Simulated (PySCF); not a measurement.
# One molecule, several mistakes: AlB2H6N

Calculated results; nothing here was measured. They come from PySCF 2.14.0, an open-source quantum chemistry program, on an isolated molecule that a program drew, which may never have been made. The molecule is AlB2H6N (charge 0, singlet), drawn as the SMILES string `[BH2][AlH][BH]N`.

Each row is a Hartree-Fock (HF) and frozen-core CCSD(T) single point in the cc-pV(D+d)Z basis, meant for a local HF minimum. Run 1 is clean. Each other run has one planted mistake out of seven kinds, and not every kind appears here: one electron removed, one electron added, multiplicity raised by two, geometry at a saddle point, minimal basis STO-3G, one bond length entered in bohr, all coordinates scaled. The reference is restricted for singlets and unrestricted otherwise, and also for a bond in bohr. Adding or removing an electron swaps singlet and doublet. Electrons count all cores. HOMO and LUMO are orbital energies over both spins, the gradient is its largest component, and the lowest frequency (negative if imaginary) is given only where the gradient is small. Bond lengths are over the 9 bonds as drawn. T1 is the CCSD diagnostic: over 0.02 (restricted) or 0.045 (unrestricted) a single reference is doubtful.

Geometry of the clean run:
```xyz
10
AlB2H6N, angstrom
B     1.1695   -1.0698   -2.3511
Al    1.0628   -0.1116   -0.4262
B    -0.6895   -0.0525    0.8635
N    -0.6448    0.6085    2.0888
H     0.9028   -0.5031   -3.3828
H     1.5019   -2.2212   -2.4948
H     2.3977    0.6161    0.0830
H    -1.7466   -0.5715    0.5881
H    -1.4265    0.6603    2.7113
H     0.1653    1.0784    2.4371
```

| run | electrons | basis functions | <S^2> | HOMO (eV) | LUMO (eV) | gradient (hartree/bohr) | lowest frequency (cm^-1) | mean bond (Å) | longest bond (Å) | T1 | HF (hartree) | CCSD(T) (hartree) | mistake |
|---|---|---|---|---|---|---|---|---|---|---|---|---|---|
| 1 | 36 | 95 | 0.000 | -9.16 | 1.15 | 1.2e-05 | 40 | 1.4388 | 2.177 | 0.0153 | -349.20983 | -349.67883 | no fault |
| 2 | 36 | 95 | 0.978 | -7.59 | 0.95 | 1.6e-02 | - | 1.6540 | 4.113 | 0.0253 | -349.12900 | -349.57271 | one bond length entered in bohr |
| 3 | 36 | 95 | 2.018 | -7.13 | -0.21 | 4.3e-02 | - | 1.4388 | 2.177 | 0.0189 | -349.12531 | -349.58365 | multiplicity raised by two |
| 4 | 36 | 95 | 0.000 | -9.15 | 1.09 | 1.3e-02 | - | 1.4632 | 2.214 | 0.0158 | -349.20755 | -349.67847 | all coordinates scaled |
| 5 | 36 | 95 | 0.000 | -9.10 | 0.35 | 2.7e-05 | -210 | 1.4424 | 2.188 | 0.0143 | -349.20455 | -349.67284 | geometry at a saddle point |
| 6 | 36 | 30 | 0.000 | -6.74 | 7.52 | 4.0e-02 | - | 1.4388 | 2.177 | 0.0182 | -344.95805 | -345.16164 | ? |

**Which mistake was planted in run 6, and what did it cost?**

It has 30 basis functions where the clean run has 95, with the same electrons and geometry. So the mistake is: minimal basis STO-3G. Subtracting run 1 and multiplying by 627.51 kcal/mol a hartree, the energy moved by 2668.0 kcal/mol in HF and 2834.6 kcal/mol in CCSD(T).

